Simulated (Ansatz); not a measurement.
A structure relaxed at PBE0-D4/def2-TZVP, charge 0, multiplicity 1:

```xyz
13

C    -1.672    0.269    0.036
C    -0.179    0.154   -0.122
Si    0.719   -1.063    0.935
C     0.477    0.913   -1.003
O     1.776    0.962   -1.291
F    -0.141    1.795   -1.774
H    -2.167   -0.686   -0.166
H    -1.942    0.559    1.057
H    -2.093    1.011   -0.642
H     0.557   -0.761    2.382
H     2.183   -1.023    0.623
H     0.243   -2.453    0.699
H     2.240    0.321   -0.736
```

Question: Give its formula and SMILES.

Answer: C3H7FOSi, `C/C([SiH3])=C(/O)F`.

Question: Point group (tolerance 0.08 Å, 0.16 Å for H)?

Answer: Cs.

Question: Summarise the bond lengths by kind.

Answer: 2 × C–C 1.336 to 1.505 Å; 3 × C–H 1.090 to 1.094 Å; 1 × C–Si 1.845 Å; 3 × H–Si 1.487 to 1.498 Å; 1 × C–O 1.331 Å; 1 × C–F 1.324 Å; 1 × H–O 0.966 Å.

Program: Ansatz 0.2.0.
